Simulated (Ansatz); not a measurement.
A single point on FH7N2SSi2 (`N[SiH2]S[SiH](N)F`).

```yaml
crystal:
  periodic: [false, false, false]
  atoms:
    - {symbol: N, position_ang: [1.404443, -0.417382, -1.922620]}
    - {symbol: Si, position_ang: [1.948935, 0.009465, -0.361425]}
    - {symbol: S, position_ang: [0.592527, 1.194500, 0.829867]}
    - {symbol: Si, position_ang: [-1.135197, 0.005011, 0.566035]}
    - {symbol: N, position_ang: [-2.225168, 0.439229, 1.785457]}
    - {symbol: F, position_ang: [-1.726068, 0.233944, -0.908568]}
    - {symbol: H, position_ang: [1.077477, 0.295782, -2.556034]}
    - {symbol: H, position_ang: [0.866218, -1.262018, -2.035102]}
    - {symbol: H, position_ang: [2.238114, -1.263007, 0.340809]}
    - {symbol: H, position_ang: [3.143749, 0.881304, -0.435697]}
    - {symbol: H, position_ang: [-0.851908, -1.447003, 0.605651]}
    - {symbol: H, position_ang: [-3.107088, -0.030979, 1.903719]}
    - {symbol: H, position_ang: [-2.226044, 1.361144, 2.187898]}
basis:
  gaussian: {orbitals: def2-QZVPP}
correlation: {method: mp2}
```

```sh
$ ansatz run in.yaml --threads 2 --pin off --events-out ev --progress --plain --max-ram 31744MiB --backend cuda --devices 0, --max-vram 18GiB
```

Shortened log:

```
Functional definition: HF
3508 factors; integrals over basis functions are off by at most 1.0e-3 eV
mean field evaluation 1: about -32326.0417 eV, gradient 5.4e1 eV
mean field evaluation 2: about -32326.2393 eV, gradient 5.4e1 eV
mean field evaluation 4: about -32332.1124 eV, gradient 3.9e0 eV
mean field evaluation 8: about -32332.1835 eV, gradient 3.1e-1 eV
mean field -32332.18398821 eV, -1188.1858460252 hartree, gradient 3.5e-6 eV, S^2 0.000000; 0 other end points of the search recorded, 0 dependent functions left out
18 core orbitals not correlated: weight in the atoms' cores, before any rotation towards them, 1.000 or more for the frozen orbitals, at most 0.000 for the correlated occupied ones
reference -32332.18398821 eV, -1188.1858460252 hartree; 19, 19 occupied and 554, 554 virtual orbitals, 3508 factors
second order -32.33430102 eV of doubles, -0.00000000 eV of singles
Total energy: -32364.51828923 eV, -1189.3741096708 hartree
```

Run time 3.3 s (2 threads of an AMD EPYC 7R13 on a shared host and a share of an NVIDIA H100 80 GB); peak host memory 1.2 GiB.
